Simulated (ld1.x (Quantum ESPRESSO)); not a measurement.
# Which change was made? (Te, TM)

Te, norm-conserving Troullier–Martins (Kleinman–Bylander form), made with ld1.x (Quantum ESPRESSO) 7.5 (LDA (PZ), scalar-relativistic). Core [Kr] 4d10, reference 5s2 5p4. Waves: 5p (bound): rc 1.90 bohr; 5d channel at 0.4 Ry: rc 1.55 bohr; 5s (bound): rc 1.85 bohr. Local part: the s channel. Core correction: a·sin(br)/r model core, default radius (core density twice the valence density).

Cutoffs, loose and tight: the cutoffs (Ry, on a coarse ladder) from which the occupation-weighted sum of valence levels, in a spherical-Bessel basis at the reference potential, stays within 10 and 1 mRy of its value at 400 Ry. They do not see the model core or the augmentation charge, which bear on the density cutoff. Test errors are all-electron minus pseudo excitation energies from the reference, over the configurations 5s2 5p3; 5s2 5p2; 5s2 5p1; 5s2 5p0; 5s1 5p5; 5s0 5p6; 5s2 5p3.5 (two spin-polarised tests are not counted in the largest error); variants that change the core or the reference have their own tests.

The base gives: outcome: generated; cutoff, loose: 30 Ry; cutoff, tight: 50 Ry; bound ghosts: d; largest test error (meV): -215.

Question: After one change the result is: outcome: generated; cutoff, loose: 30 Ry; cutoff, tight: 50 Ry; bound ghosts: d; largest test error (meV): -143. Which change was it?
A. wave 5s (bound): rc 1.85 bohr becomes 5s (bound): rc 1.26 bohr
B. fully relativistic
C. local potential the p channel

Answer: C. The others give: wave 5s (bound): rc 1.85 bohr becomes 5s (bound): rc 1.26 bohr → outcome: generated; cutoff, loose: 140 Ry; cutoff, tight: 230 Ry; bound ghosts: p, d, s (extra level of the local part); largest test error (meV): -151 | fully relativistic → outcome: generated; cutoff, loose: 30 Ry; cutoff, tight: 50 Ry; bound ghosts: d3/2, d5/2; largest test error (meV): -192.
